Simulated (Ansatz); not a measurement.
The first iterations of a band of C4H8OSe (14 atoms, charge 0, multiplicity 1).

The calculation used RKS PBE-D4/def2-SVP (Ansatz).

```yaml
movable_images: 7
climbing_image: yes
spring: 5.0 eV/Å²
optimiser: quadratic models (default)
start_path: through a guess of the saddle point
force_threshold: 0.2 eV/Å
iteration_limit: 60
end_points: relaxed
```

Image 0:

```xyz
14
Properties=species:S:1:pos:R:3
C 0.705 -1.341 1.930
C 0.549 -1.271 0.412
C 0.113 0.101 -0.075
O 0.384 1.143 0.485
Se -0.924 0.028 -1.741
C -1.094 1.962 -1.955
H 1.388 -0.547 2.287
H -0.269 -1.199 2.440
H 1.114 -2.323 2.239
H -0.154 -2.039 0.025
H 1.522 -1.473 -0.090
H -2.163 2.240 -1.981
H -0.598 2.401 -1.065
H -0.588 2.286 -2.883
```

Image 8:

```xyz
14
Properties=species:S:1:pos:R:3
C 0.711 -1.443 1.527
C 0.208 -0.533 0.409
C 0.215 0.934 0.807
O 0.585 1.351 1.883
Se -0.413 2.244 -0.518
C -0.887 1.113 -2.053
H 1.746 -1.178 1.818
H 0.082 -1.343 2.433
H 0.697 -2.503 1.206
H -0.826 -0.801 0.099
H 0.821 -0.641 -0.512
H -0.004 0.569 -2.437
H -1.693 0.402 -1.793
H -1.255 1.801 -2.838
```

| iteration | highest image above the first end (eV) | largest band force component (eV/Å) |
| --- | --- | --- |
| 1 | 20.930 | 43.051 |
| 2 | 6.048 | 18.122 |

**Question.** Does the band converge within its limit, and where does its top end?

**Answer.** It converged. It ended after 7 iterations with the highest image 0.503 eV above the first end. The threshold of 0.2 eV/Å is loose, so the images may lie well off the minimum-energy path. Another band between the same ends (7 images) ends at a top of the same energy, where a vibrational analysis finds 1 clearly imaginary mode.

Run time: 110 s on 2 threads of AMD EPYC 9R14 (Zen 4), with other jobs on the host, peak memory 0.23 GiB.
